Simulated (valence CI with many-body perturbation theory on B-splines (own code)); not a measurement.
**Forbidden lines of La⁸⁺**

Level of theory: valence CI with perturbative core correlation (CI+MBPT): three valence electrons over a frozen Dirac-Fock core [Kr] 4d10, radial functions for each j: 8 s, 8 p, 9 d, 9 f, 6 g, 3 h, 2 i, with the one-electron correlation potential Σ1, the two-electron term Σ2, the three-electron term Σ3, Breit, model QED; selected CI, second order for the rest, scaled by the run's own slope (own B-spline code, finite nucleus).

No measured spectrum was set against this ion. As an estimate, levels hold to about 250 cm⁻¹ or 0.2 % of their energy and the worst to 1 %, as in measured heavy ions of charge 2 to 7; those with d or f electrons hold less well. Core correlation moves these levels by up to 33000 cm⁻¹, and in measured spectra 5 to 20 % of such shifts remained as error; rates that hang on mixing are uncertain with them.

Lines 1 to 35 of 35 in falling wavelength, among levels below 373810 cm⁻¹, chosen from the decays that carry over 1 % of a level's rate. Wavelengths and rates use the calculated energies, so an error of 400 cm⁻¹ moves a line at 446.4 nm by 1.8 % and its rate by three times that or more. Electric multipoles are in the length gauge, E1 and E2 with the static RPA response of the core. Weak lines are less certain than strong ones. Lines between different terms over intervals too small for the method are left out, as are lines whose strength nearly cancels. The highest levels of a list are the least certain. Branching is blank where the lifetime is uncertain.

Names give the largest LS component (configuration and term), which can be under half, so a name can repeat, a term be missing and a line seem to break the LS rules; names also repeat where a configuration has a term twice. Letters in brackets count levels of one name in rising energy.

| λ vac (nm) | Upper | Lower | Type | A (s⁻¹) | Branch % |
| --- | --- | --- | --- | --- | --- |
| 446.4 | 4f5s5p ⁴G_11/2 | 4f5s5p ⁴F_9/2 | M1 | 1.27e+02 |  |
| 353.7 | 5s²5p ²P°_3/2 | 5s²5p ²P°_1/2 | M1 | 2.03e+02 | 98.7 |
| 353.7 | 5s²5p ²P°_3/2 | 5s²5p ²P°_1/2 | E2 | 2.67e+00 | 1.3 |
| 162.8 | 4f²5s ²H_11/2 | 4f5s5p ²G_9/2 [b] | E2 | 3.36e+01 | 9.9 |
| 148.2 | 4f²5s ²H_11/2 | 4f5s5p ²F_7/2 [b] | E2 | 5.80e+01 | 17.1 |
| 139.4 | 4f5s² ²F°_5/2 | 5s²5p ²P°_3/2 | E2 | 2.11e+01 | 5.2 |
| 135.8 | 4f5s² ²F°_7/2 | 5s²5p ²P°_3/2 | E2 | 1.10e+02 |  |
| 135.0 | 4f²5s ²I_13/2 | 4f5s5p ²G_9/2 [b] | E2 | 4.11e+01 | 3.1 |
| 133.6 | 4f²5s ²I_11/2 | 4f5s5p ²G_7/2 [c] | E2 | 1.11e+02 | 6.3 |
| 114.5 | 4f²5s ²H_11/2 | 4f5s5p ²G_9/2 [a] | E2 | 7.00e+01 | 20.6 |
| 114.1 | 4f²5s ⁴H_11/2 | 4f5s5p ⁴G_11/2 | E2 | 5.02e+01 | 3.6 |
| 112.7 | 4f²5s ⁴H_13/2 | 4f5s5p ⁴G_11/2 | E2 | 3.21e+02 | 33.9 |
| 111.2 | 4f²5s ⁴H_11/2 | 4f5s5p ⁴F_7/2 [b] | E2 | 1.94e+02 | 14.0 |
| 110.0 | 4f²5s ⁴H_11/2 | 4f5s5p ⁴G_9/2 | E2 | 6.66e+01 | 4.8 |
| 108.7 | 4f²5s ⁴H_13/2 | 4f5s5p ⁴G_9/2 | E2 | 3.17e+02 | 33.4 |
| 104.3 | 4f²5s ²H_11/2 | 4f5s5p ²G_7/2 [b] | E2 | 2.95e+01 | 8.7 |
| 100.0 | 4f²5s ²I_13/2 | 4f5s5p ²G_9/2 [a] | E2 | 9.50e+02 | 70.9 |
| 100.0 | 4f²5s ²I_11/2 | 4f5s5p ²G_9/2 [a] | E2 | 2.99e+01 | 1.7 |
| 99.99 | 4f5s² ²F°_5/2 | 5s²5p ²P°_1/2 | E2 | 3.81e+02 | 94.8 |
| 99.03 | 4f²5s ⁴H_11/2 | 4f5s5p ²G_7/2 [a] | E2 | 1.19e+02 | 8.6 |
| 92.15 | 4f²5s ²I_11/2 | 4f5s5p ²G_7/2 [b] | E2 | 4.63e+02 | 26.0 |
| 90.88 | 4f²5s ⁴H_11/2 | 4f5s5p ⁴F_9/2 | E2 | 6.32e+02 | 45.7 |
| 90.64 | 4f²5s ⁴H_9/2 | 4f5s5p ⁴F_5/2 | E2 | 4.90e+02 | 1.2 |
| 90.20 | 4f²5s ⁴H_11/2 | 4f5s5p ²F_7/2 [a] | E2 | 9.96e+01 | 7.2 |
| 90.01 | 4f²5s ⁴H_13/2 | 4f5s5p ⁴F_9/2 | E2 | 3.09e+02 | 32.6 |
| 88.45 | 4f²5s ²H_11/2 | 4f5s5p ²G_7/2 [a] | E2 | 9.06e+01 | 26.7 |
| 87.45 | 4f²5s ⁴H_9/2 | 4f5s5p ⁴F_7/2 [a] | E2 | 7.94e+02 | 1.9 |
| 87.21 | 4f²5s ²I_11/2 | 4f5s5p ⁴F_7/2 [b] | E2 | 1.40e+02 | 7.9 |
| 86.76 | 4f²5s ⁴H_11/2 | 4f5s5p ⁴F_7/2 [a] | E2 | 2.12e+02 | 15.3 |
| 86.08 | 4f²5s ⁴H_7/2 | 4f5s5p ⁴G_5/2 | E2 | 1.12e+03 | 1.2 |
| 81.33 | 4f²5s ²H_11/2 | 4f5s5p ²F_7/2 [a] | E2 | 5.19e+01 | 15.3 |
| 79.54 | 4f²5s ²I_11/2 | 4f5s5p ²G_7/2 [a] | E2 | 8.19e+02 | 46.1 |
| 74.21 | 4f²5s ²I_13/2 | 4f5s5p ⁴F_9/2 | E2 | 3.43e+02 | 25.6 |
| 73.73 | 4f²5s ²I_11/2 | 4f5s5p ²F_7/2 [a] | E2 | 5.84e+01 | 3.3 |
| 71.42 | 4f²5s ²I_11/2 | 4f5s5p ⁴F_7/2 [a] | E2 | 1.37e+02 | 7.7 |
